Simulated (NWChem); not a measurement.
Everything below was run with NWChem. System: hexafluoroethane (C₂F₆), charge 0, spin multiplicity 1, at a geometry optimised with PBE0/def2-SVP. Level: RHF/def2-SVP.

Output (cleaned and shortened):

```
             Northwest Computational Chemistry Package (NWChem) 7.3.0
             --------------------------------------------------------

                                NWChem Input Module
                                -------------------

 Scaling coordinates for geometry "geometry" by  1.889725989
 (inverse scale =  0.529177249)

 Turning off AUTOSYM since
 SYMMETRY directive was detected!

                             Geometry "geometry" -> ""
                             -------------------------

 Output coordinates in angstroms (scale by  1.889725989 to convert to a.u.)

  No.       Tag          Charge          X              Y              Z
 ---- ---------------- ---------- -------------- -------------- --------------
    1 F                    9.0000    -1.20341200    -0.65142400     1.07875200
    2 C                    6.0000    -0.77081200    -0.01821400     0.00000000
    3 F                    9.0000    -1.24755700     1.21650600     0.00000000
    4 F                    9.0000    -1.20341200    -0.65142400    -1.07875200
    5 C                    6.0000     0.77081200     0.01821400     0.00000000
    6 F                    9.0000     1.20341200     0.65142400     1.07875200
    7 F                    9.0000     1.24755700    -1.21650600     0.00000000
    8 F                    9.0000     1.20341200     0.65142400    -1.07875200

 Effective nuclear repulsion energy (a.u.)     465.0082860310

            Nuclear Dipole moment (a.u.)
            ----------------------------
        X                 Y               Z
 ---------------- ---------------- ----------------
     0.0000000000     0.0000000000     0.0000000000

      Symmetry information
      --------------------

 Group name             C2h
 Group number             21
 Group order               4
 No. of unique centers     3

      Symmetry unique atoms

     1    2    3


 Summary of "ao basis" -> "" (spherical)
 ------------------------------------------------------------------------------
       Tag                 Description            Shells   Functions and Types
 ---------------- ------------------------------  ------  ---------------------
 *                          def2-svp                  on all atoms

 Summary of "ao basis" -> "ao basis" (spherical)
 ------------------------------------------------------------------------------
       Tag                 Description            Shells   Functions and Types
 ---------------- ------------------------------  ------  ---------------------
 F                          def2-svp                 6       14   3s2p1d
 C                          def2-svp                 6       14   3s2p1d

                                 NWChem SCF Module
                                 -----------------

  ao basis        = "ao basis"
  functions       =   112
  atoms           =     8
  closed shells   =    33
  open shells     =     0
  charge          =   0.00
  wavefunction    = RHF
  use symmetry    = T
  symmetry adapt  = T

 Summary of "ao basis" -> "ao basis" (spherical)
 ------------------------------------------------------------------------------
       Tag                 Description            Shells   Functions and Types
 ---------------- ------------------------------  ------  ---------------------
 F                          def2-svp                 6       14   3s2p1d
 C                          def2-svp                 6       14   3s2p1d

      Symmetry analysis of basis
      --------------------------

        ag         34
        au         22
        bg         22
        bu         34

 Forming initial guess at       0.0s

      Superposition of Atomic Density Guess
      -------------------------------------

 Sum of atomic energies:        -671.00468926

      Non-variational initial energy
      ------------------------------

 Total energy =    -673.475739
 1-e energy   =   -1863.004573
 2-e energy   =     724.520548
 HOMO         =      -0.382634
 LUMO         =       0.251640

      Symmetry analysis of molecular orbitals - initial
      -------------------------------------------------

  Numbering of irreducible representations:

     1 ag          2 au          3 bg          4 bu
[...]
                 6     -671.8426848821  2.92D-08  7.70D-09      0.8

       Final RHF  results
       ------------------

         Total SCF energy =   -671.842684882054
      One-electron energy =  -1860.559311103556
      Two-electron energy =    723.708340190492
 Nuclear repulsion energy =    465.008286031010

        Time for solution =      0.5s

       Symmetry analysis of molecular orbitals - final
       -----------------------------------------------

  Numbering of irreducible representations:

     1 ag          2 au          3 bg          4 bu

  Orbital symmetries:

     1 au          2 bu          3 ag          4 bu          5 bg
     6 ag          7 ag          8 bu          9 ag         10 bu
    11 au         12 bu         13 bg         14 ag         15 ag
    16 bu         17 ag         18 au         19 bu         20 bg
    21 ag         22 bu         23 bg         24 ag         25 au
    26 bu         27 au         28 bu         29 bg         30 ag
    31 au         32 bg         33 ag         34 bu         35 au
    36 ag         37 bu         38 bu         39 ag         40 bg
    41 ag         42 bu         43 bu

             Final eigenvalues
             -----------------

              1
    1  -26.3739
    2  -26.3739
    3  -26.3738
    4  -26.3738
    5  -26.3738
    6  -26.3738
    7  -11.5567
    8  -11.5562
    9   -1.7746
   10   -1.7474
   11   -1.6643
   12   -1.6643
   13   -1.6528
   14   -1.6528
   15   -1.0901
   16   -0.9710
   17   -0.9179
   18   -0.8889
   19   -0.8889
   20   -0.8583
   21   -0.8583
   22   -0.7723
   23   -0.7529
   24   -0.7529
   25   -0.7498
   26   -0.7498
   27   -0.7160
   28   -0.7160
   29   -0.6972
   30   -0.6972
   31   -0.6934
   32   -0.6856
   33   -0.6026
   34    0.2797
   35    0.2797
   36    0.3562
   37    0.3871
   38    0.4330
   39    0.4843
   40    0.4843
   41    0.5308
   42    0.5762
   43    0.6639

                       ROHF Final Molecular Orbital Analysis
                       -------------------------------------

 Vector   31  Occ=2.000000D+00  E=-6.934138D-01  Symmetry=au
              MO Center= -4.0D-14,  2.1D-14, -1.1D-12, r^2= 3.5D+00
   Bfn.  Coefficient  Atom+Function         Bfn.  Coefficient  Atom+Function
  ----- ------------  ---------------      ----- ------------  ---------------
    34      0.285249  3 F  pz                90      0.285249  7 F  pz
     5     -0.246953  1 F  py                47      0.246953  4 F  py
    75      0.246953  6 F  py               103     -0.246953  8 F  py
    37     -0.200102  3 F  pz                93     -0.200102  7 F  pz
     8      0.173238  1 F  py                50     -0.173238  4 F  py

 Vector   32  Occ=2.000000D+00  E=-6.856008D-01  Symmetry=bg
              MO Center= -5.2D-16,  1.9D-15, -5.7D-17, r^2= 3.5D+00
   Bfn.  Coefficient  Atom+Function         Bfn.  Coefficient  Atom+Function
  ----- ------------  ---------------      ----- ------------  ---------------
    34      0.288061  3 F  pz                90     -0.288061  7 F  pz
     5     -0.249386  1 F  py                47      0.249386  4 F  py
    75     -0.249386  6 F  py               103      0.249386  8 F  py
    37     -0.199380  3 F  pz                93      0.199380  7 F  pz
     8      0.172612  1 F  py                50     -0.172612  4 F  py

 Vector   33  Occ=2.000000D+00  E=-6.026459D-01  Symmetry=ag
              MO Center=  2.5D-15, -2.8D-15, -4.7D-16, r^2= 2.5D+00
   Bfn.  Coefficient  Atom+Function         Bfn.  Coefficient  Atom+Function
  ----- ------------  ---------------      ----- ------------  ---------------
    18      0.322286  2 C  px                60     -0.322286  5 C  px
    32      0.230983  3 F  px                88     -0.230983  7 F  px
     4      0.229468  1 F  px                46      0.229468  4 F  px
    74     -0.229468  6 F  px               102     -0.229468  8 F  px
    35     -0.178656  3 F  px                91      0.178656  7 F  px

 Vector   34  Occ=0.000000D+00  E= 2.797081D-01  Symmetry=bu
              MO Center=  4.1D-16, -2.8D-16, -3.6D-18, r^2= 2.3D+00
   Bfn.  Coefficient  Atom+Function         Bfn.  Coefficient  Atom+Function
  ----- ------------  ---------------      ----- ------------  ---------------
    22      0.701940  2 C  py                64      0.701940  5 C  py
    31     -0.469750  3 F  s                 87      0.469750  7 F  s
    19      0.378405  2 C  py                61      0.378405  5 C  py
     3      0.234872  1 F  s                 45      0.234872  4 F  s
    73     -0.234872  6 F  s                101     -0.234872  8 F  s

 Vector   35  Occ=0.000000D+00  E= 2.797125D-01  Symmetry=au
              MO Center= -1.6D-16,  2.6D-16,  7.0D-16, r^2= 2.3D+00
   Bfn.  Coefficient  Atom+Function         Bfn.  Coefficient  Atom+Function
  ----- ------------  ---------------      ----- ------------  ---------------
    23      0.702145  2 C  pz                65      0.702145  5 C  pz
     3     -0.406821  1 F  s                 45      0.406821  4 F  s
    73     -0.406821  6 F  s                101      0.406821  8 F  s
    20      0.378508  2 C  pz                62      0.378508  5 C  pz
    37     -0.183039  3 F  pz                93     -0.183039  7 F  pz

 Vector   36  Occ=0.000000D+00  E= 3.562154D-01  Symmetry=ag
              MO Center=  7.1D-16,  6.6D-17, -1.0D-16, r^2= 4.7D+00
   Bfn.  Coefficient  Atom+Function         Bfn.  Coefficient  Atom+Function
  ----- ------------  ---------------      ----- ------------  ---------------
    17      1.601191  2 C  s                 59      1.601191  5 C  s
    21     -0.738025  2 C  px                63      0.738025  5 C  px
     3     -0.587849  1 F  s                 31     -0.587845  3 F  s
    45     -0.587849  4 F  s                 73     -0.587849  6 F  s
    87     -0.587845  7 F  s                101     -0.587849  8 F  s

 center of mass
 --------------
 x =   0.00000000 y =   0.00000000 z =   0.00000000

 moments of inertia (a.u.)
 ------------------
         631.797179769525          -8.015175303358           0.000000000000
          -8.015175303358         970.922222687252           0.000000000000
           0.000000000000           0.000000000000         971.110978648524

  Mulliken analysis of the total density
  --------------------------------------

    Atom       Charge   Shell Charges
 -----------   ------   -------------------------------------------------------
    1 F    9     9.27   1.99  1.13  0.80  3.34  2.00  0.01
    2 C    6     5.18   1.99  0.91 -0.01  1.80  0.29  0.21
    3 F    9     9.27   1.99  1.13  0.80  3.34  2.00  0.01
    4 F    9     9.27   1.99  1.13  0.80  3.34  2.00  0.01
    5 C    6     5.18   1.99  0.91 -0.01  1.80  0.29  0.21
    6 F    9     9.27   1.99  1.13  0.80  3.34  2.00  0.01
    7 F    9     9.27   1.99  1.13  0.80  3.34  2.00  0.01
    8 F    9     9.27   1.99  1.13  0.80  3.34  2.00  0.01

       Multipole analysis of the density wrt the origin
       ------------------------------------------------

     L   x y z        total         open         nuclear
     -   - - -        -----         ----         -------
     0   0 0 0      0.000000      0.000000     66.000000

     1   1 0 0      0.000000      0.000000      0.000000
     1   0 1 0      0.000000      0.000000      0.000000
     1   0 0 1      0.000000      0.000000      0.000000

     2   2 0 0    -31.223979      0.000000    311.683215
     2   1 1 0      0.006598      0.000000      3.828599
     2   1 0 1      0.000000      0.000000      0.000000
     2   0 2 0    -31.500012      0.000000    149.694232
     2   0 1 1      0.000000      0.000000      0.000000
     2   0 0 2    -31.500137      0.000000    149.604067

 Task  times  cpu:        0.8s     wall:        0.8s

 Total times  cpu:        0.8s     wall:        0.8s
```

Task: Write an NWChem input that would produce this output.

Result: One answer among several that fit: 
```
start mol
memory heap 200 mb stack 900 mb global 1100 mb
geometry units angstroms nocenter noautoz
  F     -1.203412    -0.651424     1.078752
  C     -0.770812    -0.018214     0.000000
  F     -1.247557     1.216506     0.000000
  F     -1.203412    -0.651424    -1.078752
  C      0.770812     0.018214     0.000000
  F      1.203412     0.651424     1.078752
  F      1.247557    -1.216506     0.000000
  F      1.203412     0.651424    -1.078752
  symmetry group C2h
end
basis spherical
  * library def2-svp
end
scf
  rhf
  nopen 0
  maxiter 100
  thresh 1e-7
  semidirect memsize 60000000 filesize 0
end
task scf energy
```
